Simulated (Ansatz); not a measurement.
Ansatz results at the PBE0-D4/def2-TZVP geometry: HOMO energy (ωB97M-V/def2-TZVPP) -10.66 eV; LUMO energy (PBE/def2-TZVPP) -1.53 eV; HOMO energy (PBE/def2-TZVPP) -7.17 eV.

Each molecule was computed in one conformer, which needn't be the lowest.

Which molecule gave them?
A. `B[Si](Cl)(Cl)Cl`
B. `CB(O)F`
C. `CB(Cl)[SeH]`
D. `[SiH3]N([SiH3])BCl`

D. The others give `B[Si](Cl)(Cl)Cl`: -10.85, -4.07, -7.46; `CB(O)F`: -12.27, -0.05, -8.26; `CB(Cl)[SeH]`: -9.70, -1.90, -6.47.
